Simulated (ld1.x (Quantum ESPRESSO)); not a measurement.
**An all-electron radial function and its pseudo partner (Al (Z = 13))**

Columns: radius, all-electron u(r) and pseudo u(r) of the 2s shell (level -107.85 eV) of aluminium in the configuration [He] 2s2 2p6 3s2 3p1; PBEsol, scalar-relativistic, PAW scheme, ld1.x (Quantum ESPRESSO) 7.5.

| r (bohr) | all-electron | pseudo |
| --- | --- | --- |
| 0.062 | 0.5993 | -0.2338 |
| 0.125 | 0.3118 | -0.4614 |
| 0.188 | -0.1851 | -0.6695 |
| 0.250 | -0.6309 | -0.8473 |
| 0.312 | -0.9613 | -0.9924 |
| 0.375 | -1.1733 | -1.1021 |
| 0.438 | -1.2805 | -1.1722 |
| 0.500 | -1.3086 | -1.2031 |
| 0.562 | -1.2827 | -1.1990 |
| 0.625 | -1.2199 | -1.1637 |
| 0.688 | -1.1351 | -1.1031 |
| 0.750 | -1.0404 | -1.0255 |
| 0.812 | -0.9417 | -0.9368 |
| 0.875 | -0.8423 | -0.8419 |
| 0.938 | -0.7472 | -0.7478 |
| 1.000 | -0.6597 | -0.6599 |
| 1.062 | -0.5791 | -0.5791 |
| 1.125 | -0.5050 | -0.5050 |
| 1.188 | -0.4385 | -0.4385 |
| 1.250 | -0.3804 | -0.3804 |
| 1.312 | -0.3290 | -0.3290 |
| 1.375 | -0.2832 | -0.2832 |
| 1.438 | -0.2433 | -0.2433 |
| 1.500 | -0.2092 | -0.2092 |
| 1.562 | -0.1795 | -0.1795 |
| 1.625 | -0.1535 | -0.1535 |

**Question.** How many radial nodes do the two functions have?

**Answer.** The all-electron 2s function has n − l − 1 = 1; the pseudo-wave has 0, since the states of the same l below it are removed with the core.

**Question.** At about which radius was the pseudo-wave matched?

**Answer.** 1.10 bohr. The columns agree to 0.0005 from 1.00 bohr on; several derivatives are matched, so the curves merge somewhat inside the radius.

**Question.** Is the pseudo-wave norm-conserving?

**Answer.** No, it belongs to a PAW set: the norm inside the radius is not constrained, and the difference is carried by the augmentation charge.
